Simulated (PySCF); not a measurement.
## Dipole moment and polarisability of `FCC1=C(C(F)(F)F)C1`

Compound: C₅H₄F₄.
Structure used (GFN2-xTB), in Å, numbered top down from 1:
```xyz
13
C5H4F4 angstrom
F      1.739    0.722   -1.849
C      1.901    0.557   -0.501
C      0.660    0.143    0.150
C     -0.606   -0.171    0.126
C     -1.869   -0.379   -0.594
F     -2.326   -1.637   -0.457
F     -1.763   -0.147   -1.908
F     -2.846    0.426   -0.136
C      0.054   -0.216    1.479
H      2.681   -0.204   -0.356
H      2.247    1.516   -0.092
H     -0.157    0.568    2.195
H      0.282   -1.176    1.924
```

Level: PBE0/def2-SVPD (PySCF), static field, nuclei fixed, core orbitals frozen in the response. The polarisability tensor in these axes (au):

```
x   73.27  6.09  0.63
y    6.09 50.53 -1.93
z    0.63 -1.93 62.12
```

Problem. Give the principal values, the mean and the anisotropy Δα = √{½[(α1 − α2)² + (α2 − α3)² + (α1 − α3)²]}.

Solution. Principal values 48.70, 62.42 and 74.80 au; mean 61.97 au = 9.18 Å³ = 10.22 × 10⁻⁴⁰ C²·m²/J; Δα = 22.61 au (36 % of the mean).

Problem. What is the dipole moment, and where does it point?

Solution. (2.86, 0.34, 2.50) D, 3.81 D in size, pointing from the negative to the positive side. Measured along this direction, the outermost atoms are F7 at the negative end and H10 and H11 at the positive end.

Problem. Form Σ f/ω² (atomic units) for the 8 lowest TDDFT singlets, given as eV and f, and set it beside the mean polarisability, which is this sum over all singlets: 6.24, 0.1816; 6.56, 0.0006; 7.19, 0.0016; 7.58, 0.0030; 7.65, 0.0009; 8.19, 0.0157; 8.51, 0.0483; 8.53, 0.0010.

Solution. They add up to 4.22 au, 6.8 % of the 61.97 au; the largest single term is 3.46 au, from the state at 6.24 eV. Terms in order: 3.46, 0.01, 0.02, 0.04, 0.01, 0.17, 0.49, 0.01 au. Higher excitations give the rest. The strengths listed sum to 0.253.

Problem. What would n − 1 = 2πNα be for an ideal gas of these molecules at 350 K and 1 atm, electronic part alone?

Solution. N = p/kT = 2.0968 × 10¹⁹ cm⁻³, so n − 1 = 2π × N × 9.18 × 10⁻²⁴ cm³ = 1210 × 10⁻⁶ at long wavelengths.

Problem. How large is μ²/3kT at 298 K beside α?

Solution. In Gaussian units μ²/3kT = 117.85 Å³ against 9.18 Å³, a ratio of 12.83; the Debye molar polarisation (4π/3)N_A(α + μ²/3kT) is 320.4 cm³/mol, leaving out the vibrational part.

Problem. Give the principal axes and the span of the nuclei along them.

Solution. Largest value along (0.97, 0.24, 0.01), where the nuclei span 5.21 Å; middle along (0.03, -0.15, 0.99), 3.99 Å; least along (-0.24, 0.96, 0.15), 2.15 Å. The response follows the extents in order.

Isolated species at its GFN2-xTB geometry (one conformer only).
